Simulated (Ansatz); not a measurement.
The cluster AlB6. The state is a doublet with charge 0. Geometry r2SCAN-D4/def2-SVP.

```csv
atom,x (Å),y (Å),z (Å)
Al1,-2.473,-0.180,2.427
B2,1.416,-0.968,-0.342
B3,0.753,0.489,-1.168
B4,-1.287,0.390,0.797
B5,-0.580,1.000,-0.450
B6,0.081,-0.406,0.328
B7,2.090,-0.325,-1.592
```

At PBE-D4/def2-TZVP, r2SCAN-D4/def2-TZVP, PBE0-D4/def2-TZVP, r2SCAN0-D4/def2-TZVP and others the charge 0 doublet is spin-contaminated (final ⟨S²⟩ up to 1.63, 0.75 for a pure state). Another isomer (doublet) lies 0.46 eV lower at PBE0-D4/def2-TZVP; other spin states weren't run for this one.

Q: Estimate the α-spin orbital energies around the gap (eV) in Ansatz with PBE-D4/def2-TZVP, r2SCAN-D4/def2-TZVP, PBE0-D4/def2-TZVP, r2SCAN0-D4/def2-TZVP, CAM-B3LYP-D4/def2-TZVP.

A: 
```tsv
orbital	PBE-D4/def2-TZVP	r2SCAN-D4/def2-TZVP	PBE0-D4/def2-TZVP	r2SCAN0-D4/def2-TZVP	CAM-B3LYP-D4/def2-TZVP
HOMO−5	-7.82	-8.01	-8.79	-8.91	-9.96
HOMO−4	-7.29	-7.52	-8.43	-8.53	-9.70
HOMO−3	-6.63	-6.78	-7.73	-7.82	-9.06
HOMO−2	-6.43	-6.59	-7.37	-7.49	-8.56
HOMO−1	-5.54	-5.79	-6.52	-6.74	-7.63
HOMO	-5.46	-5.75	-6.27	-6.45	-7.17
LUMO	-3.92	-3.37	-2.89	-2.77	-1.93
LUMO+1	-3.40	-3.35	-2.76	-2.63	-1.69
LUMO+2	-2.85	-2.46	-1.97	-1.66	-0.95
LUMO+3	-2.52	-2.24	-1.56	-1.37	-0.41
LUMO+4	-2.04	-1.72	-1.14	-0.86	-0.08
LUMO+5	-1.20	-0.95	-0.32	-0.19	0.83
β HOMO	-5.27	-5.46	-6.00	-6.12	-6.89
β LUMO	-4.85	-4.57	-4.04	-3.90	-3.25
```
